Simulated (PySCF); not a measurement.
Cd(H)(Me) (CH₄Cd), SMILES [CH3][CdH].

Geometry optimised at B3LYP-D3(BJ)/def2-TZVP. The def2 effective core potentials stand for the cores of Cd; spin–orbit coupling is left out.

The numbers are results of IEF-PCM-PBE0/def2-SVP run with PySCF, not measurements.

The values are the electrostatic part of the solvation free energy, E(continuum) − E(gas) at the gas-phase geometry, in a cavity of scaled van der Waals radii (PySCF's table); cavitation and dispersion terms are not included. A continuum can't describe solvent molecules that bind to the metal. In vacuum the orbital gap is 6.83 eV. The dipole moment in vacuum is 0.53 D.

Computed values in water (ε = 78.36), dimethylsulfoxide (ε = 46.83), N,N-dimethylformamide (ε = 37.22):
```tsv
solvent	ε	ΔG(elec) (kcal/mol)	dipole (D)	gap (eV)
water	78.36	-6.0	0.73	7.26
dimethylsulfoxide	46.83	-5.9	0.73	7.25
N,N-dimethylformamide	37.22	-5.9	0.72	7.25
```
